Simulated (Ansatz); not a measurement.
Calculated with Ansatz (gas phase, PBE0-D4/def2-TZVP geometries, no zero-point term in ΔE). CBS: MP2 limit from def2 TZ/QZ plus the TZ coupled-cluster correction, frozen cores. This one scheme is used for every species. DFT in def2-TZVPP. Each species was taken in one conformer, which may not be the lowest.

`C=CCC[SiH3]` + `C#N` → `C=CCC#N` + `C[SiH3]`  (formal exchange of groups at a C–C bond)

```
          level  ΔE (kJ/mol)  difference from CCSD(T)/CBS
         PBE-D4        -47.9                         -7.9
        PBE0-D4        -48.4                         -8.4
        ωB97X-V        -45.6                         -5.6
            PBE        -53.3                        -13.3
         r2SCAN        -51.8                        -11.8
           PBE0        -53.4                        -13.4
CCSD/def2-TZVPP        -41.9                         -1.9
 MP2/def2-QZVPP        -41.1                         -1.1
   HF/CBS(def2)        -54.4                        -14.4
  MP2/CBS(def2)        -40.9                         -0.9
    CCSD(T)/CBS        -40.0                            0
```

Largest T1 diagnostic among the species: 0.014.

In def2-TZVPP, CCSD(T) changes the Hartree–Fock value by +13.8 kJ/mol (the triples alone add +1.5 kJ/mol) and MP2 by +12.9 kJ/mol. The D4 term adds +8.4 kJ/mol with B3LYP and +5.0 kJ/mol with PBE0; it sums over pairs of atoms, weighted by their polarisabilities, and B3LYP, whose exchange is more repulsive, gets the larger term.

B3LYP here is the variant with VWN-RPA as its local correlation; programs differ in this.
